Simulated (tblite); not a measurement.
alpha,4-didehydrotoluene, C7H6 (triplet state).
SMILES with atom numbers: `[CH2:1][c:2]1[cH:3][cH:4][c:5][cH:6][cH:7]1` (hydrogens: H8, H9 on C1; H10 on C3; H11 on C4; H12 on C6; H13 on C7)
Bond orders are those of one Lewis drawing.

Computed with GFN2-xTB (tblite), gas phase: L-BFGS steps from a force-field or distance-geometry start until the largest atomic force falls under 0.01 eV/Å.

The end geometry, which sets the zero of energy:
```
atom  x, y, z in Å
C1      2.0546    0.1087    0.1922
C2      0.6816    0.0361    0.0626
C3     -0.1596    1.0646    0.5726
C4     -1.5311    0.9894    0.4404
C5     -2.0518   -0.1075   -0.1961
C6     -1.3101   -1.1386   -0.7120
C7      0.0622   -1.0697   -0.5848
H8      2.6919   -0.6666   -0.1924
H9      2.5243    0.9423    0.6818
H10     0.2904    1.9122    1.0689
H11    -2.1645    1.7729    0.8298
H12    -1.7749   -1.9811   -1.2028
H13     0.6825   -1.8622   -0.9780
```

Task: These geometries come from the run, each turned onto the end geometry. Order them by energy, lowest first.
A.
```
atom  x, y, z in Å
C1      2.0744    0.1092    0.1924
C2      0.6930    0.0392    0.0599
C3     -0.1642    1.0571    0.5667
C4     -1.5389    0.9848    0.4354
C5     -2.0692   -0.1096   -0.1951
C6     -1.3218   -1.1349   -0.7112
C7      0.0538   -1.0588   -0.5843
H8      2.7222   -0.6595   -0.1856
H9      2.5529    0.9371    0.6823
H10     0.2764    1.9068    1.0692
H11    -2.1694    1.7665    0.8260
H12    -1.7814   -1.9781   -1.2007
H13     0.6676   -1.8592   -0.9727
```
B.
```
atom  x, y, z in Å
C1      2.0807    0.1099    0.1940
C2      0.7033    0.0395    0.0560
C3     -0.1673    1.0589    0.5720
C4     -1.5420    0.9787    0.4259
C5     -2.0982   -0.1120   -0.1936
C6     -1.3287   -1.1268   -0.7087
C7      0.0489   -1.0622   -0.5875
H8      2.7380   -0.6731   -0.1918
H9      2.5652    0.9518    0.6913
H10     0.2808    1.9102    1.0717
H11    -2.1739    1.7680    0.8273
H12    -1.7844   -1.9814   -1.2030
H13     0.6732   -1.8609   -0.9713
```
C.
```
atom  x, y, z in Å
C1      2.0614    0.1091    0.1914
C2      0.6864    0.0378    0.0611
C3     -0.1615    1.0612    0.5675
C4     -1.5329    0.9861    0.4394
C5     -2.0572   -0.1081   -0.1964
C6     -1.3132   -1.1368   -0.7112
C7      0.0585   -1.0629   -0.5844
H8      2.7125   -0.6581   -0.1857
H9      2.5444    0.9347    0.6803
H10     0.2769    1.9079    1.0690
H11    -2.1679    1.7690    0.8272
H12    -1.7798   -1.9790   -1.2008
H13     0.6679   -1.8604   -0.9751
```
D.
```
atom  x, y, z in Å
C1      2.0809    0.1096    0.1935
C2      0.6993    0.0399    0.0575
C3     -0.1655    1.0571    0.5696
C4     -1.5430    0.9823    0.4297
C5     -2.0880   -0.1117   -0.1943
C6     -1.3286   -1.1306   -0.7103
C7      0.0511   -1.0604   -0.5861
H8      2.7325   -0.6679   -0.1893
H9      2.5610    0.9463    0.6880
H10     0.2793    1.9092    1.0710
H11    -2.1717    1.7665    0.8263
H12    -1.7829   -1.9794   -1.2017
H13     0.6713   -1.8604   -0.9717
```
E.
```
atom  x, y, z in Å
C1      2.1144    0.1085    0.1960
C2      0.6548    0.0393    0.0508
C3     -0.1437    1.0503    0.5709
C4     -1.5424    0.9863    0.4272
C5     -2.1254   -0.1144   -0.1946
C6     -1.3269   -1.1315   -0.7119
C7      0.0678   -1.0556   -0.5828
H8      2.7389   -0.6742   -0.1922
H9      2.5671    0.9558    0.6936
H10     0.2807    1.9126    1.0730
H11    -2.1763    1.7678    0.8275
H12    -1.7865   -1.9827   -1.2040
H13     0.6731   -1.8617   -0.9711
```

Result: C (0.005 eV), A (0.011 eV), D (0.026 eV), B (0.046 eV), E (0.230 eV).

In the order of the answer:

```
step  E above end (eV)  largest force (eV/Å)  rms force component (eV/Å)  rms distance from end (Å)  rms bond change (Å)  bond most changed (Å)
   5             0.005                  0.15                       0.047                      0.012                0.002          C7–H13 -0.003
   3             0.011                  0.35                       0.083                      0.017                0.003           C1–C2 +0.008
   2             0.026                  0.42                       0.130                      0.023                0.006           C1–H8 +0.009
   1             0.046                  0.64                       0.228                      0.027                0.009           C1–H8 +0.018
   0             0.230                  3.41                       0.828                      0.035                0.030           C1–C2 +0.087
```

The cost below is that of the whole relaxation. On an Intel Xeon 6975P-C with one thread, no GPU (shared host), this took under 0.1 s.
